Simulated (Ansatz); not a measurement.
Ideal-gas functions of CH4F2GaN, SMILES `C[NH][Ga]([F])[F]` at 500 K and 1 bar, from an Ansatz frequency run at PBE0-D4/def2-TZVP.

Molar mass 137.77 g/mol, point group Cs (symmetry number 1), electronic degeneracy 1, moments of inertia 86.809, 205.58, 289.218 u Å². Harmonic wavenumbers (cm⁻¹, unscaled): 90, 98, 127, 189, 189, 304, 426, 639, 715, 719, 1103, 1140, 1150, 1401, 1464, 1487, 1515, 3022, 3073, 3127, 3646.

Use S(trans) = R[1.5 ln M + 2.5 ln T − 1.1517]; rotational temperatures θ = 24.2544 K / I; S(rot) = R[ln(√π/σ · √(T³/θAθBθC)) + 1.5]; for each mode x = 1.438777 ν̃/T, S = R[x/(eˣ − 1) − ln(1 − e⁻ˣ)] and H = RT x/(eˣ − 1); 1 cm⁻¹ = 0.0119627 kJ/mol; R = 8.31446 J/(mol·K).

Q: By hand: the entropy, in J/(mol·K).

A: Translation 181.0. Rotation: θ = 0.2794, 0.118, 0.0839 K, giving 119.2. Vibration, mode by mode: 19.57, 18.87, 16.73, 13.48, 13.48, 9.69, 7.12, 4.33, 3.64, 3.61, 1.51, 1.38, 1.35, 0.75, 0.65, 0.62, 0.58, 0.01, 0.01, 0.01, 0.00, in all 117.4. Electronic 0.0. Sum 417.6 J/(mol·K).

Q: By hand: H − E and G − E in kJ/mol, counted from the electronic energy.

A: Zero-point energy ½ × 25624 × 0.0119627 = 153.3; thermal vibration 28.3; translation, rotation and pV give 4 RT = 16.6. H − E = 198.2 kJ/mol, and G − E = 198.2 − 500 × 417.6/1000 = -10.6 kJ/mol.

Vibration gives 28 % of the entropy, 55.2 J/(mol·K) of it from the modes under 150 cm⁻¹: soft modes count most, and the harmonic formula is weakest for them. The sum counts one conformer and one mirror image; others add a mixing term.
